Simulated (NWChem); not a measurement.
All runs are NWChem calculations. System: B2O2, charge 0, spin multiplicity 1, displaced from the optimised geometry. Level: CCSD(T)/cc-pVDZ, 4 core orbitals frozen, spin-restricted.

The NWChem input:

```
start mol
memory heap 100 mb stack 700 mb global 1900 mb
geometry units angstroms nocenter noautoz noautosym
  O      0.000000     0.000000    -1.929499
  B      0.000000     0.000000    -0.826223
  B      0.000000     0.000000     0.826223
  O      0.000000     0.000000     2.025437
end
basis spherical
  * library cc-pvdz
end
scf
  rhf
  nopen 0
  maxiter 100
  thresh 1e-7
  semidirect memsize 60000000 filesize 0
end
ccsd
  freeze core 4
  maxiter 60
end
task ccsd(t) energy
```

NWChem printed:

```
             Northwest Computational Chemistry Package (NWChem) 7.3.0
             --------------------------------------------------------

                                NWChem Input Module
                                -------------------

 Scaling coordinates for geometry "geometry" by  1.889725989
 (inverse scale =  0.529177249)

                             Geometry "geometry" -> ""
                             -------------------------

 Output coordinates in angstroms (scale by  1.889725989 to convert to a.u.)

  No.       Tag          Charge          X              Y              Z
 ---- ---------------- ---------- -------------- -------------- --------------
    1 O                    8.0000     0.00000000     0.00000000    -1.92949900
    2 B                    5.0000     0.00000000     0.00000000    -0.82622300
    3 B                    5.0000     0.00000000     0.00000000     0.82622300
    4 O                    8.0000     0.00000000     0.00000000     2.02543700

 Effective nuclear repulsion energy (a.u.)      68.5096196075

            Nuclear Dipole moment (a.u.)
            ----------------------------
        X                 Y               Z
 ---------------- ---------------- ----------------
     0.0000000000     0.0000000000     1.4503722551


 Summary of "ao basis" -> "" (spherical)
 ------------------------------------------------------------------------------
       Tag                 Description            Shells   Functions and Types
 ---------------- ------------------------------  ------  ---------------------
 *                          cc-pvdz                   on all atoms

 Summary of "ao basis" -> "ao basis" (spherical)
 ------------------------------------------------------------------------------
       Tag                 Description            Shells   Functions and Types
 ---------------- ------------------------------  ------  ---------------------
 O                          cc-pvdz                  6       14   3s2p1d
 B                          cc-pvdz                  6       14   3s2p1d

                                 NWChem SCF Module
[...]
 ccsd(t): done       13 out of       43 progress:   30.2%
 ccsd(t): done       14 out of       43 progress:   32.6%
 ccsd(t): done       15 out of       43 progress:   34.9%
 ccsd(t): done       16 out of       43 progress:   37.2%
 ccsd(t): done       17 out of       43 progress:   39.5%
 ccsd(t): done       18 out of       43 progress:   41.9%
 ccsd(t): done       19 out of       43 progress:   44.2%
 ccsd(t): done       20 out of       43 progress:   46.5%
 ccsd(t): done       21 out of       43 progress:   48.8%
 ccsd(t): done       22 out of       43 progress:   51.2%
 ccsd(t): done       23 out of       43 progress:   53.5%
 ccsd(t): done       24 out of       43 progress:   55.8%
 ccsd(t): done       25 out of       43 progress:   58.1%
 ccsd(t): done       26 out of       43 progress:   60.5%
 ccsd(t): done       27 out of       43 progress:   62.8%
 ccsd(t): done       28 out of       43 progress:   65.1%
 ccsd(t): done       29 out of       43 progress:   67.4%
 ccsd(t): done       30 out of       43 progress:   69.8%
 ccsd(t): done       31 out of       43 progress:   72.1%
 ccsd(t): done       32 out of       43 progress:   74.4%
 ccsd(t): done       33 out of       43 progress:   76.7%
 ccsd(t): done       34 out of       43 progress:   79.1%
 ccsd(t): done       35 out of       43 progress:   81.4%
 ccsd(t): done       36 out of       43 progress:   83.7%
 ccsd(t): done       37 out of       43 progress:   86.0%
 ccsd(t): done       38 out of       43 progress:   88.4%
 ccsd(t): done       39 out of       43 progress:   90.7%
 ccsd(t): done       40 out of       43 progress:   93.0%
 ccsd(t): done       41 out of       43 progress:   95.3%
 ccsd(t): done       42 out of       43 progress:   97.7%
 ccsd(t): done       43 out of       43 progress:  100.0%
 Time for integral evaluation pass     1        1.68
 Time for triples evaluation pass      1        1.27

 pseudo-e(mp4)  -0.21260000599495E-01
 pseudo-e(mp5)   0.30700278793037E-02
        e(t)    -0.18189972720191E-01

 --------------
 CCSD(T) Energy
 --------------
 Reference energy:                    -199.187796857950389

 CCSD corr. energy:                     -0.515175597049383
 T(CCSD) corr. energy:                  -0.021260000599495
 Total CCSD+T(CCSD) energy:           -199.724232455599264

 CCSD corr. energy:                     -0.515175597049383
 (T) corr. energy:                      -0.018189972720191
 Total CCSD(T) energy:                -199.721162427719975

 routine      calls  cpu(0)   cpu-min  cpu-ave  cpu-max   i/o
 aoccsd          1     0.01     0.01     0.01     0.01    0.00
 iterdrv         1     0.01     0.01     0.01     0.01    0.00
 pampt          12     0.05     0.05     0.05     0.05    0.00
 t2pm           12     0.08     0.08     0.08     0.08    0.00
 sxy            12     0.16     0.16     0.16     0.16    0.00
 ints      1050792    14.06    14.06    14.06    14.06    0.00
 t2eri        3600     1.56     1.56     1.56     1.56    0.00
 idx2         3600     0.35     0.35     0.35     0.35    0.00
 idx34          12     0.04     0.04     0.04     0.04    0.00
 ht2pm          12     0.10     0.10     0.10     0.10    0.00
 itm            12     0.47     0.47     0.47     0.47    0.00
 pdiis          12     0.02     0.02     0.02     0.02    0.00
 triples         1     0.00     0.00     0.00     0.00    0.00
 rdtrpo          1     0.01     0.01     0.01     0.01    0.00
 trpmos          1     1.68     1.68     1.68     1.68    0.00
 trpdrv          1     0.18     0.18     0.18     0.18    0.00
 dovvv       34830     0.49     0.49     0.49     0.49    0.00
 doooo       34830     0.15     0.15     0.15     0.15    0.00
 tengy       31347     0.42     0.42     0.42     0.42    0.00
 Total                19.84    19.84    19.84    19.84    0.00

 Task  times  cpu:       21.8s     wall:       21.8s

 Total times  cpu:       21.9s     wall:       21.9s
```
